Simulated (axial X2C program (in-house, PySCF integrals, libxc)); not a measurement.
Spectroscopic constants of LiMn⁻

Computed with an axial X2C code built on PySCF integrals. Spin-free means the one-electron spin-free X2C Hamiltonian; two-component (2c) means X2C with spin–orbit coupling and atomic mean-field two-electron Coulomb and Gaunt terms, so the difference of the two also holds small scalar two-electron terms. Basis: Mn dyall-acv3z [10s11p7d4f2g], Li dyall-av3z [9s9p3d] (cores contracted in-house); Gaussian nuclei, density fitting, unrestricted open shells. Masses: Mn 54.938 u, Li 7.016 u.

Input:
```json
{"zs": [25, 3], "q": -1, "bas": ["dyall-acv3z", "dyall-av3z"], "levels": ["PBE0", "HF", "PBE50"], "cc": true, "r0": 2.52, "thr": -2.0, "nmax": 90, "npts": 10, "nst": 2, "ntry": 6}
```
```bash
python so2c.py task.json out
```

Keys: zs atomic numbers; q charge; bas basis sets; levels methods; cc coupled cluster on or off; r0 starting distance in Å; thr threshold in hartree for freezing inner shells (an s shell follows its p shell); nmax most natural virtual spinors; npts points on the curve; nst determinants followed; ntry starts of the search. HF also brings MP2.

State, spin-free: M_S = 5/2, Λ = 0 (beyond evenly filled blocks: σα, π+α, π-α, δ+α, δ-α); electrons by block: σα: 9, σβ: 8, π+α: 3, π+β: 2, π-α: 3, π-β: 2, δ+α: 1, δ-α: 1. Fragments: Mn + Li-.

State, 2c: Ω = 5/2 (⟨Sz⟩ = 2.61, ⟨Lz⟩ = -0.11 at HF); electrons by block: 1/2: 11, -1/2: 11, 3/2: 3, -3/2: 3, 5/2: 1. Fragments: Mn + Li-.

| Hamiltonian | level | Re (Å) | ωe (cm⁻¹) | Be (cm⁻¹) | αe (cm⁻¹) | De (eV) | D0 (eV) | μ (D) |
| --- | --- | --- | --- | --- | --- | --- | --- | --- |
| spin-free | HF | 3.567 | 124.2 | 0.2129 | 0.00499 | 0.344 | 0.337 | -8.16 |
| spin-free | CCSD | 3.492 | 114.3 | 0.2221 | 0.00712 | 0.135 | 0.128 | n/a |
| spin-free | CCSD(T) | 3.446 | 122.7 | 0.2282 | 0.00647 | 0.180 | 0.172 | n/a |
| spin-free | PBE50 | 3.359 | 146.5 | 0.2402 | 0.00495 | 0.387 | 0.378 | -8.15 |
| 2c | HF | 3.548 | 121.8 | 0.2152 | 0.00451 | 0.346 | 0.339 | -8.08 |
| 2c | PBE50 | 3.359 | 146.5 | 0.2402 | 0.00495 | 0.387 | 0.378 | -8.15 |

Correlated methods: 9 electrons correlated (number of frozen shells: Mn 3 s, 2 p; Li 1 s), 285 virtual spin orbitals or spinors in MP2, 90 natural virtuals in coupled cluster.

Dipoles are positive if Li is the positive end and refer to the centre of mass.

Occupations by symmetry block were frozen at the best pattern of an incomplete PBE0 search. De is counted from the lowest determinant-based energies of the atoms at the same level, without counterpoise correction. Density functionals use the spin component along the axis (collinear). CCSD and (T) use frozen natural virtuals with an MP2 correction for the truncation; (T) itself is uncorrected, so its De runs slightly low. Other states lie close and PBE0, whose exact exchange favours high spin, may order them wrongly; the determinant shown need not be the ground state. The nearest other spin-free determinant of the search, M_S = 7/2, Λ = 0, lies 0.27 eV up at the distance of the search. With several unpaired electrons one determinant need not be a pure state. This is the top spin component of a Σ state; components of lower Ω are not single determinants and can lie lower. The determinant is spin-polarised beyond a pure state at some levels (its spin-free form has ⟨S²⟩ too high), which makes Re and μ there less reliable. The T1 diagnostic is large, a sign of multireference character. Hartree–Fock gets electron affinities wrong, so its lowest charge split need not be the true one.

No reliable constants came from CCSD (2c), CCSD(T) (2c), MP2 (2c), MP2 (spin-free), PBE0 (2c), PBE0 (spin-free): no minimum in range, unconverged points, a curve that is not smooth, a change of character along it, or the two Hamiltonians disagreeing along it.

Rough cost a point (2c) on 1 thread(s) of a shared host, integrals apart: HF 1.3 s, PBE50 1.4 s.

The whole task took 6.5 min on 1 thread of Arm Neoverse N1 (shared host).
